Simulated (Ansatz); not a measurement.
Two isomers of CH8BNOSi: A = `CNB[SiH2]O`, B = `N[SiH2]CBO`.

Calculated with Ansatz (gas phase, PBE0-D4/def2-TZVP geometries, no zero-point term in ΔE). CCSD(T)/CBS is the MP2 limit (def2-TZVPP, def2-QZVPP) plus CCSD(T) − MP2 in def2-TZVPP, frozen cores. DFT in def2-TZVPP. B3LYP here is the variant with VWN-RPA as its local correlation; programs differ in this. One conformer a species, not always the lowest.

A:

```xyz
13

C    -2.1287    1.0274   -0.3173
N    -1.0224    0.2435    0.1870
B     0.1996    0.0296   -0.4260
Si    1.5955   -1.1327    0.4481
O     3.0796   -0.3932    0.5541
H    -1.8522    1.4501   -1.2825
H    -3.0240    0.4129   -0.4510
H    -2.3775    1.8471    0.3634
H    -1.2049   -0.1722    1.0889
H     0.3767    0.5592   -1.4925
H     1.2389   -1.4698    1.8572
H     1.7181   -2.4319   -0.2866
H     3.4014    0.0300   -0.2426
```

B:

```xyz
13

N     0.642    1.403    1.544
Si    1.172    0.570    0.135
C     0.260   -1.022   -0.297
B    -1.239   -0.773   -0.590
O    -1.645   -0.621   -1.879
H    -0.242    1.885    1.553
H     0.866    1.047    2.458
H     2.604    0.230    0.355
H     1.040    1.510   -1.010
H     0.781   -1.443   -1.165
H     0.400   -1.686    0.563
H    -2.056   -0.667    0.292
H    -2.583   -0.436   -1.958
```

(1) Which is lower in electronic energy at CCSD(T)/CBS, and by how much? (Best estimate.)

(2) Give E(B) − E(A) in kcal/mol with CCSD/def2-TZVPP, LDA (SPW92), HF/def2-TZVPP, r2SCAN-D4, BLYP-D4, B3LYP-D4, MP2/def2-TZVPP. (Estimate.)

(3) Does the order hold for the free energy at 298.15 K (harmonic terms from PBE0-D4)? (An estimate is asked.)

Largest T1 diagnostic: 0.013.

## Answers

(1) Ansatz gave: B, by 16.9 kcal/mol.

(2) Ansatz gave: CCSD/def2-TZVPP -16.7, LDA (SPW92) -15.2, HF/def2-TZVPP -17.1, r2SCAN-D4 -17.3, BLYP-D4 -14.6, B3LYP-D4 -15.7, MP2/def2-TZVPP -18.7. None reverses the order clearly.

(3) Ansatz gave: Yes: G(B) − G(A) = -18.0 kcal/mol, for one conformer each. Modes under 60 cm⁻¹, often nearly free rotors, make the harmonic entropy too high.

From BLYP to BHLYP (50 % exact exchange), in def2-TZVPP and without D4, E(B) − E(A) moves by −2.6 kcal/mol. Leaving LDA and LC-ωPBE aside and taking each functional with its dispersion term where it has one, the values, not all of them listed here, spread over 3.8 kcal/mol, from ωB97M-V to BLYP-D4. LDA lies −0.9 kcal/mol from PBE without D4.
